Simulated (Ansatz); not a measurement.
BGeH7Si can be A, `B[SiH2][GeH3]`, or B, `[BH2][GeH2][SiH3]`.

Program: Ansatz. Geometries: PBE0-D4/def2-TZVP. ΔE: electronic, gas phase. CCSD(T)/CBS is the MP2 limit (def2-TZVPP, def2-QZVPP) plus CCSD(T) − MP2 in def2-TZVPP, frozen cores. DFT in def2-TZVPP. B3LYP here is the variant with VWN-RPA as its local correlation; programs differ in this. For Ge outer-core shells are correlated without core-valence functions, which leaves a few kJ/mol of doubt a bond. Scalar relativity is left out up to krypton.

Which is lower in electronic energy at CCSD(T)/CBS, and by how much? (Estimate.)

Computed: B, by 2.5 kcal/mol.

Give E(B) − E(A) in kcal/mol with BLYP-D4, CCSD(T)/def2-TZVPP, B3LYP-D4, MP2/def2-TZVPP, r2SCAN-D4, CCSD(T)/def2-SVP, LDA (SPW92). (Best estimate.)

The calculation gave: BLYP-D4 -1.3, CCSD(T)/def2-TZVPP -2.2, B3LYP-D4 -1.5, MP2/def2-TZVPP -2.8, r2SCAN-D4 -1.2, CCSD(T)/def2-SVP -1.2, LDA (SPW92) -0.6. None reverses the order clearly.

Does the order hold for the free energy at 298.15 K (harmonic terms from PBE0-D4)? (Best estimate.)

The calculation gave: Yes: G(B) − G(A) = -2.4 kcal/mol.

Largest T1 diagnostic: 0.013.

Leaving LDA and LC-ωPBE aside and taking each functional with its dispersion term where it has one, the values, not all of them listed here, spread over 2.3 kcal/mol, from B2PLYP to B97M-V. At CCSD(T), def2-SVP lies +1.4 kcal/mol from the extrapolated value and def2-TZVPP +0.4 kcal/mol.
